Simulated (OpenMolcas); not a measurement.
# La: CASPT2 settings compared

```json
{
  "Program": "OpenMolcas 26.06",
  "Basis": "ANO-R2 [8s6p5d2f1g]",
  "Scalar Hamiltonian": "X2C, finite nucleus",
  "Active space": "3 electrons in 6 orbitals (5d 6s)",
  "State averaging": "2S+1 = 4 even, 20 roots; 2S+1 = 2 even, 65 roots",
  "Spin-orbit coupling": "state interaction with AMFI integrals over the reference wave functions, term energies averaged over their components"
}
```

Methods on the same reference wave functions:
A. CASSCF
B. SS-CASPT2, IPEA 0.15 Eh, sigma2 regulariser 0.25 Eh (closed shells correlated: none)
C. SS-CASPT2, IPEA 0.6 Eh, imaginary shift 0.2 Eh (closed shells correlated: 5s 5p)
D. SS-CASPT2, IPEA 0.3 Eh, imaginary shift 0.3 Eh (closed shells correlated: 4d 5s 5p)
E. MS-CASPT2, IPEA 0.3 Eh, imaginary shift 0.3 Eh (closed shells correlated: 4d 5s 5p)
F. MS-CASPT2, IPEA 0.15 Eh, sigma2 regulariser 0.25 Eh (closed shells correlated: none)

Energies in cm-1 above 5d 6s2 2D 3/2, the measured ground level; measured values from NIST Handbook of Basic Atomic Spectroscopic Data.

```csv
Level,A,B,C,D,E,F,Measured
5d2 6s 4F 3/2 [67 %],-700,1798,1779,1567,1863,2080,2668
5d2 6s 4F 5/2,-210,2130,2110,1902,2210,2420,3010
5d 6s2 2D 3/2 [67 %],0.0,0.0,0.0,0.0,0.0,0.0,0.0
5d2 6s 4F 7/2,360,2580,2560,2340,2680,2890,3495
5d 6s2 2D 5/2,577,732,736,735,859,851,1053
5d2 6s 4F 9/2,978,3200,3180,2960,3300,3520,4122
5d2 6s 4P 1/2,5867,6970,7380,6700,7040,7280,7231
5d2 6s 4P 3/2,6106,7200,7620,6950,7280,7530,7491
5d2 6s 2P 1/2,8026,8220,9100,8480,8710,8320,9044
5d2 6s 2F 7/2,9010,7500,8670,8340,8630,7690,8052
5d2 6s 2G 9/2,9679,9870,10230,9800,10040,10050,9920
5d2 6s 2G 7/2,9696,9800,10170,9750,10040,10020,9961
5d3 4F 3/2 [63 %],10281,12040,11730,11530,11860,12340,12431
5d2 6s 2D 5/2 [52 %],10652,8380,9410,8990,9570,8890,
5d3 4F 5/2 [53 %],10867,12430,12110,11910,12250,12740,
5d3 4F 7/2,11274,12940,12610,12410,12750,13240,13238
5d3 4F 9/2,11877,13500,13200,12990,13320,13800,13747
5d3 4P 1/2,16802,16960,17160,16540,16870,17270,16617
5d3 4P 3/2,17001,17080,17340,16710,17040,17360,16735
5d3 4P 5/2,17342,17490,17690,17080,17420,17810,17099
5d3 2G 7/2,18679,17000,18070,17410,17830,17410,17023
5d3 2H 11/2,19300,19020,18920,18570,18910,19340,
5d3 2D 3/2,21319,18030,19630,18970,19330,18390,
5d3 2D 5/2,21872,18640,20220,19560,19950,19030,
```

A puts 5d2 6s 4F 3/2 [67 %] lowest.

Deviations, from unrounded energies. A percentage is the sum of absolute deviations over the sum of measured energies, with the sign that they share, or ± where signs differ.

```
                  Against measurement  Levels      A      B      C      D      E      F
       mean absolute deviation (cm-1)      18   1500    450    560    560    450    360
fine structure of the ground term (%)       1  -45.2  -30.5  -30.1  -30.2  -18.4  -19.2
             other configurations (%)      17  ±15.4   ±4.5   ±5.7   ±5.7   ±4.6   ±3.7
```

F lies closest to measurement on these levels and A furthest from it. The largest miss of F in the table is 5d2 6s 2P 1/2, by -720 cm-1. The ranking rests on the paired levels alone, and a cruder setting can come out closer through cancelling errors.

Among B to F the level of the table that moves most is 5d3 2D 3/2, by 1600 cm-1 (lowest in B, highest in C). Moves below CASPT2's spread within the term are not significant.

The mean deviations of B to F differ by less than CASPT2's widest spread within a term (660 cm-1), so their order carries little weight.

The lowest spin-free term lies below A's lowest term by 0.024 hartree in B, 0.230 hartree in C, 0.361 hartree in D, 0.362 hartree in E, 0.025 hartree in F.

CASPT2 breaks the degeneracy within a term, and the mean is taken; among the terms shown or strongly mixed into the levels shown the widest spread is 660 cm-1 (5d3 4F, E). Over all roots computed the reference weight is 0.93 to 0.98 in B, 0.93 to 0.98 in F; the roots of lowest weight are the least certain, and an intruder state may touch them. Configurations are named by rounded mean occupations; where the s occupation lies near a half they are strongly mixed, a name can repeat and a true partner stay unpaired. A single d shell beside an s shell can misplace configurations of different d count against each other. The CASPT2 spread within a term exceeds the gap to the next term for 5d2 6s 2F and 5d2 6s 4P, 5d3 2G and 5d3 4P, so the order of their levels is uncertain, and so are names and mixing where such terms share a J (figures for B; the like holds for F). Without dynamic correlation excited terms often stand tens of per cent too high (terms of higher spin than the ground term too low), and those without a measured partner can miss by more than the paired ones (holds for A). Some levels mix across a computed gap that differs much from the measured one, so their mixing is not that of the real levels (holds for A; D; E). The lowest computed level is not the ground level that NIST lists (2D3/2) (holds for A). The lowest spin-free term belongs to 5d 6s2, not to the configuration of the lowest level (holds for A). Measured partners are found by configuration, term and J. A level has none where our copy of the source lacks it or the pairing is in doubt (some pairs that miss far off the trend of their configuration count as doubtful), and it then counts in no deviation. Only configurations of the active space appear. The table leaves out levels that lie high or whose names do not pair safely across all columns.

A share in square brackets marks a mixed level and gives the weight of the term that names it, the lowest over the columns.
